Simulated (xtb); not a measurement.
C4H10Be, charge +1, doublet, geometry from GFN2-xTB (such geometries of metal compounds can be far from the true shape) (a state made from the parent by changing its charge; the spin is typed, not shown lowest); xtb 6.7.1 with GFN2-xTB.

Input for xtb:
```
$ xtb mol.xyz --gfn 2 --chrg 1 --uhf 1 --ohess --json

# file mol.xyz
15

Be    -0.09093539     0.02255403     0.20871007
C      1.30784528    -0.78380803     0.87688647
C      1.45013436    -2.26698353     0.61807343
H      1.26129073    -0.60606697     1.95867235
H      2.19054026    -0.26108537     0.48938530
H      1.56743605    -2.50075853    -0.43749919
H      0.63100721    -2.84874716     1.03422674
H      2.36417851    -2.61070519     1.11777798
C     -1.46910884     0.82380504    -0.50676292
C     -1.26248761     2.22044290    -1.04875026
H     -2.23576608     0.84775887     0.27789165
H     -1.83280731     0.17235952    -1.31043495
H     -0.55884147     2.25060429    -1.87737346
H     -0.95842269     2.92995360    -0.28276013
H     -2.22317276     2.57573258    -1.44140689
```

What the program printed (banner, timings and long lists left out):

```
   ID    Z sym.   atoms
    1    4 Be     1
    2    6 C      2, 3, 9, 10
    3    1 H      4-8, 11-15

           -------------------------------------------------
          |                Calculation Setup                |
           -------------------------------------------------

           -------------------------------------------------
          |                 G F N 2 - x T B                 |
           -------------------------------------------------

          ...................................................
          :                      SETUP                      :
          :.................................................:
          :  # basis functions                  30          :
          :  # atomic orbitals                  30          :
          :  # shells                           20          :
          :  # electrons                        27          :
          :  max. iterations                   250          :
          :  Hamiltonian                  GFN2-xTB          :
          :  restarted?                      false          :
          :  GBSA solvation                  false          :
          :  PC potential                    false          :
          :  electronic temp.          300.0000000     K    :
          :  accuracy                    1.0000000          :
          :  -> integral cutoff          0.2500000E+02      :
          :  -> integral neglect         0.1000000E-07      :
          :  -> SCF convergence          0.1000000E-05 Eh   :
          :  -> wf. convergence          0.1000000E-03 e    :
          :  Broyden damping             0.4000000          :
          :  net charge                          1          :
          :  unpaired electrons                  1          :
          ...................................................

 iter      E             dE          RMSdq      gap      omega  full diag
   1     -1.4620148 -0.146201E+01  0.165E+01    0.34       0.0  T
   2    -11.1392686 -0.967725E+01  0.153E+01   13.04       1.0  T
   3    -11.7324299 -0.593161E+00  0.932E+00   12.87       1.0  T
   4     -1.2431753  0.104893E+02  0.135E+01    0.36       1.0  T
   5    -13.5411582 -0.122980E+02  0.923E+00    6.92       1.0  T
   6    -12.8421023  0.699056E+00  0.556E+00   11.19       1.0  T
   7    -12.9337048 -0.916025E-01  0.566E+00   10.71       1.0  T
   8    -13.5075614 -0.573857E+00  0.577E+00    7.48       1.0  T
   9    -13.5319329 -0.243714E-01  0.566E+00    7.35       1.0  T
  10    -13.5334532 -0.152030E-02  0.564E+00    7.34       1.0  T
  11    -13.4473935  0.860596E-01  0.578E+00    7.82       1.0  T
  12    -13.4821462 -0.347526E-01  0.530E+00    7.67       1.0  T
  13    -13.9967411 -0.514595E+00  0.261E+00    4.42       1.0  T
  14    -13.9533900  0.433511E-01  0.230E+00    4.94       1.0  T
  15    -14.0132794 -0.598894E-01  0.117E+00    3.71       1.0  T
  16    -13.9538131  0.594662E-01  0.160E+00    3.14       1.0  T
  17    -13.9915046 -0.376914E-01  0.171E+00    3.38       1.0  T
  18    -14.0169209 -0.254163E-01  0.142E+00    3.79       1.0  T
  19    -14.0188804 -0.195957E-02  0.777E-01    4.01       1.0  T
  20    -14.0186770  0.203405E-03  0.282E-01    4.10       1.0  T
  21    -14.0187139 -0.368530E-04  0.140E-01    4.11       1.0  T
  22    -14.0188176 -0.103719E-03  0.626E-02    4.10       1.0  T
  23    -14.0188979 -0.803262E-04  0.406E-02    4.06       1.0  T
  24    -14.0188754  0.225231E-04  0.321E-02    4.05       1.0  T
  25    -14.0188755 -0.137208E-06  0.273E-02    4.05       1.0  T
  26    -14.0188930 -0.174640E-04  0.156E-02    4.06       1.7  T
  27    -14.0189016 -0.861962E-05  0.661E-03    4.07       3.9  T
  28    -14.0189033 -0.172765E-05  0.508E-04    4.07      50.8  T
  29    -14.0189034 -0.744858E-08  0.176E-04    4.07     146.5  T
  30    -14.0189034 -0.531458E-09  0.433E-05    4.07     596.4  T

   *** convergence criteria satisfied after 30 iterations ***

         :::::::::::::::::::::::::::::::::::::::::::::::::::::
         ::                     SUMMARY                     ::
         :::::::::::::::::::::::::::::::::::::::::::::::::::::
         :: total energy             -13.807436104600 Eh    ::
         :: gradient norm              0.000031254207 Eh/a0 ::
         :: HOMO-LUMO gap              4.071364429414 eV    ::
         ::.................................................::
         :: SCC energy               -14.018894419664 Eh    ::
         :: -> isotropic ES            0.053189968752 Eh    ::
         :: -> anisotropic ES         -0.011422590788 Eh    ::
         :: -> anisotropic XC          0.007346061514 Eh    ::
         :: -> dispersion             -0.004485961499 Eh    ::
         :: repulsion energy           0.211458315064 Eh    ::
         :: add. restraining           0.000000000000 Eh    ::
         :: total charge               1.000000000000 e     ::
         :::::::::::::::::::::::::::::::::::::::::::::::::::::

      -----------------------------------------------------------
     |                   =====================                   |
     |                        A N C O P T                        |
     |                   =====================                   |
     |               Approximate Normal Coordinate               |
     |                Rational Function Optimizer                |
      -----------------------------------------------------------
      -----------------------------------------------------------
     |                   =====================                   |
     |                        A N C O P T                        |
     |                   =====================                   |
     |               Approximate Normal Coordinate               |
     |                Rational Function Optimizer                |
      -----------------------------------------------------------

          ...................................................
[...]
 * total energy  :   -13.8074361 Eh     change        0.7698553E-10 Eh
   *** GEOMETRY OPTIMIZATION CONVERGED AFTER 1 ITERATIONS ***
         :: total energy             -13.807436104611 Eh    ::
[...]
eigval :     1390.21  1399.57  1399.96  1446.24  1447.45  2888.23
eigval :     2893.80  2898.30  2902.24  2916.80  2918.74  3035.15
eigval :     3037.28  3043.17  3043.23
 reduced masses (amu)
   1:  9.27   2:  9.47   3:  9.40   4:  9.16   5:  7.45   6:  9.89   7:  6.94   8:  7.79
Molecule has the following symmetry elements: (C2)
It seems to be the C2 point group
   9:  5.85  10:  8.56  11:  9.11  12:  2.46  13:  4.45  14:  9.23  15:  3.06  16:  2.81
  17:  8.91  18:  1.38  19:  2.77  20:  2.69  21:  2.16  22:  6.47  23:  9.07  24:  5.90
  25:  5.36  26:  3.97  27:  3.98  28:  2.35  29:  2.31  30:  2.48  31:  2.32  32:  1.47
  33:  1.47  34:  2.07  35:  2.04  36:  1.77  37:  1.87  38:  1.73  39:  1.63  40:  1.75
  41:  1.76  42:  1.43  43:  1.42  44:  1.98  45:  1.98
 IR intensities (km·mol⁻¹)
   1:  2.93   2:  9.89   3:  7.89   4:  0.70   5:  7.02   6: 13.07   7:  3.23   8:  3.26
   9:  5.58  10: 11.20  11:232.45  12: 10.89  13:133.19  14: 16.89  15:255.46  16: 30.01
  17: 52.68  18:  0.07  19:254.93  20:285.80  21:  1.80  22:******  23:  0.54  24: 89.94
  25:  7.67  26:  0.74  27:  7.55  28:301.07  29:  5.26  30: 72.49  31:  2.55  32: 66.40
  33:  8.32  34: 64.98  35:  0.07  36:  0.69  37:  5.09  38:  0.07  39:  2.39  40:180.52
  41:  0.17  42: 76.65  43:  0.04  44:  1.33  45:  6.44
 Raman intensities (Ä⁴*amu⁻¹)
   1:  0.00   2:  0.00   3:  0.00   4:  0.00   5:  0.00   6:  0.00   7:  0.00   8:  0.00
   9:  0.00  10:  0.00  11:  0.00  12:  0.00  13:  0.00  14:  0.00  15:  0.00  16:  0.00
  17:  0.00  18:  0.00  19:  0.00  20:  0.00  21:  0.00  22:  0.00  23:  0.00  24:  0.00
  25:  0.00  26:  0.00  27:  0.00  28:  0.00  29:  0.00  30:  0.00  31:  0.00  32:  0.00
  33:  0.00  34:  0.00  35:  0.00  36:  0.00  37:  0.00  38:  0.00  39:  0.00  40:  0.00
  41:  0.00  42:  0.00  43:  0.00  44:  0.00  45:  0.00
 output can be read by thermo (or use thermo option).
 writing <g98.out> molden fake output.
 recommended (thermochemical) frequency scaling factor: 1.0
           -------------------------------------------------
          |             Thermodynamic Functions             |
           -------------------------------------------------

c2  symmetry found (for desy threshold:  0.10E+00) used in thermo
 inverting freq            1   6.0988724492389821

          ...................................................
          :                      SETUP                      :
          :.................................................:
          :  # frequencies                          39      :
          :  # imaginary freq.                       0      :
          :  linear?                             false      :
          :  only rotor calc.                    false      :
          :  symmetry                               c2      :
          :  rotational number                       2      :
          :  scaling factor                  1.0000000      :
          :  rotor cutoff                   50.0000000 cm⁻¹ :
          :  imag. cutoff                  -20.0000000 cm⁻¹ :
          :.................................................:

    mode    ω/cm⁻¹     T·S(HO)/kcal·mol⁻¹    T·S(FR)/kcal·mol⁻¹   T·S(vib)
   ------------------------------------------------------------------------
       1      6.10    -2.68143 (  0.02%)    -1.67628 ( 99.98%)    -1.67650
       2     51.81    -1.41535 ( 53.55%)    -1.04560 ( 46.45%)    -1.24359
       3     78.80    -1.16891 ( 86.05%)    -0.92152 ( 13.95%)    -1.13440
       4    158.44    -0.76573 ( 99.02%)    -0.71473 (  0.98%)    -0.76523
       5    187.56    -0.67138 ( 99.50%)    -0.66478 (  0.50%)    -0.67135
       6    202.31    -0.62968 ( 99.63%)    -0.64236 (  0.37%)    -0.62973
       7    209.27    -0.61121 ( 99.68%)    -0.63234 (  0.32%)    -0.61128
   ------------------------------------------------------------------------

   temp. (K)  partition function   enthalpy   heat capacity  entropy
                                   cal/mol     cal/K/mol   cal/K/mol   J/K/mol
 298.15  VIB  0.626E+04             3847.452     20.928     26.213
         ROT  0.708E+05              888.752      2.981     25.173
         INT  0.443E+09             4736.204     23.909     51.386
         TR   0.532E+27             1481.254      4.968     38.513
         TOT                        6217.4580    28.8770    89.8986   376.1358

       T/K    H(0)-H(T)+PV         H(T)/Eh          T*S/Eh         G(T)/Eh
   ------------------------------------------------------------------------
    298.15    0.990815E-02    0.133173E+00    0.427137E-01    0.904593E-01
   ------------------------------------------------------------------------

         :::::::::::::::::::::::::::::::::::::::::::::::::::::
         ::                  THERMODYNAMIC                  ::
         :::::::::::::::::::::::::::::::::::::::::::::::::::::
         :: total free energy         -13.716976765414 Eh   ::
         ::.................................................::
         :: total energy              -13.807436104614 Eh   ::
         :: zero point energy           0.123264919112 Eh   ::
         :: G(RRHO) w/o ZPVE           -0.032805579912 Eh   ::
         :: G(RRHO) contrib.            0.090459339200 Eh   ::
         :::::::::::::::::::::::::::::::::::::::::::::::::::::
imag cut-off (cm-1) :    5.00
 found            1  significant imaginary frequency
 writing imag mode distorted coords to xtbhess.xyz
 for further optimization.

optimized geometry written to: xtbopt.xyz

           -------------------------------------------------
          | TOTAL ENERGY              -13.807436104614 Eh   |
          | TOTAL ENTHALPY            -13.674263035467 Eh   |
          | TOTAL FREE ENERGY         -13.716976765414 Eh   |
          | GRADIENT NORM               0.000031199292 Eh/α |
          | HOMO-LUMO GAP               4.071337840123 eV   |
           -------------------------------------------------

normal termination of xtb
```
